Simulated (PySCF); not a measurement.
**Static response to an electric field**

C4H5FOSi.
SMILES with atom numbers: `[O:1]=[C:2]1[CH:3]=[C:4]([SiH2:5][F:6])[CH2:7]1` (hydrogens: H8 on C3; H9, H10 on Si5; H11, H12 on C7)

Cartesian coordinates in Å at the GFN2-xTB level; atoms count from 1:
```xyz
12
C4H5FOSi angstrom
O     -3.1265    0.4310   -0.0266
C     -1.9468    0.2357    0.0096
C     -1.0330   -0.6967    0.6912
C      0.0628   -0.1537    0.1207
Si     1.9052   -0.4933    0.2059
F      2.5867    0.5880   -0.7707
C     -0.7232    0.8876   -0.6667
H     -1.1834   -1.5045    1.3842
H      2.2392   -1.7909   -0.3587
H      2.4435   -0.2168    1.5279
H     -0.5390    1.9251   -0.3928
H     -0.6842    0.7879   -1.7501
```

Level: CAM-B3LYP/def2-SVPD (PySCF), static field, nuclei fixed, core orbitals frozen in the response. The polarisability tensor in these axes (au):

```
x   96.41 -4.73 -0.69
y   -4.73 61.96 -6.92
z   -0.69 -6.92 58.94
```

Q: What are the eigenvalues, a third of the trace, and Δα (Δα² = ½Σ(αi − αj)² over the three pairs)?

A: Principal values 53.08, 67.19 and 97.05 au; mean 72.44 au = 10.73 Å³ = 11.94 × 10⁻⁴⁰ C²·m²/J; Δα = 38.89 au (54 % of the mean).

Q: What is the dipole moment, and where does it point?

A: (2.64, -1.58, 1.04) D, 3.25 D in size, pointing from the negative to the positive side. Measured along this direction, the outermost atoms are O1 at the negative end and H10 and H9 at the positive end.

Q: Traceless (Buckingham) quadrupole moment about the centre of nuclear charge: eigenvalues?

A: -18.55, 8.06, 10.49 D·Å. The values depend on the origin, since the dipole doesn't vanish. The electronic extent ⟨r²⟩ about the same centre is 1113 bohr², a root-mean-square distance of 2.28 Å for the 60 electrons.

Q: Sum over states: ᾱ = Σ f/ω², ω in Eh. What share falls to these 8 lowest TDDFT singlets (eV, f)? 3.79, 0.0000; 5.65, 0.2296; 6.14, 0.0038; 6.67, 0.0006; 6.99, 0.0063; 7.14, 0.0370; 7.20, 0.0001; 7.43, 0.0227.

A: They add up to 6.35 au, 8.8 % of the 72.44 au; the largest single term is 5.33 au, from the state at 5.65 eV. Terms in order: 0.00, 5.33, 0.07, 0.01, 0.10, 0.54, 0.00, 0.30 au. Higher excitations give the rest. The strengths listed sum to 0.300.

Q: How large is μ²/3kT at 250 K beside α?

A: In Gaussian units μ²/3kT = 102.05 Å³ against 10.73 Å³, a ratio of 9.51; the Debye molar polarisation (4π/3)N_A(α + μ²/3kT) is 284.5 cm³/mol, leaving out the vibrational part.

Q: Estimate the molar refractivity from the static electronic polarisability.

A: Lorentz–Lorenz: R = (4π/3)N_A α = 2.5225 cm³/(mol·Å³) × 10.73 Å³ = 27.1 cm³/mol, in the limit of long wavelengths.

Q: What depolarisation ratio follows for Rayleigh scattering of linearly polarised light, taking the static tensor?

A: ρ = 3Δα²/(45ᾱ² + 4Δα²) = 4536.9/(236132 + 6049.2) = 0.0187.

Isolated species at its GFN2-xTB geometry (one conformer only).

The run behind these numbers computed excited states as well. Hardware: an Arm Neoverse V2 with one thread, no GPU, on a shared host. Cost: 35 s, 0.83 GiB resident at most.
